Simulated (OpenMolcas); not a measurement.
Ag2+ (d9) among equal point charges was computed by CASSCF with the d shell active (OpenMolcas, ANO-RCC-VDZP on the metal). Its lowest spin-free states, and all those of the highest spin:

```json
{"2S+1": "2", "Degeneracy": "2", "E (cm-1)": "0.0"}
{"2S+1": "2", "Degeneracy": "3", "E (cm-1)": "3269"}
```

Question: Is the site octahedral, tetrahedral or cube-like, axial, or of lower symmetry?

Answer: The states with 2S+1 = 2 have orbital degeneracies 2, 3. Threefold states need a cubic site. For d9 at this spin an octahedron puts the twofold E below the threefold T2 and a tetrahedron or cube puts the threefold T2 below the twofold E, so the site is octahedral. The first gap at this spin, 3270 cm-1, is |10Dq| in ligand-field theory. The run had Ag2+ among 6 point charges of -1.7 e arranged as an octahedron (Oh), 2.37 Å from the ion.

An orbital doublet at a regular site is open to a Jahn-Teller distortion, which this geometry leaves out. The ground term spreads over less than 5000 cm-1, several times less than with real ligands, so orbital moments are less quenched and χT lies further from the spin-only value than at real sites. Point charges carry no covalency, so the field is a model and not that of real ligands. No measured value stands beside these numbers.
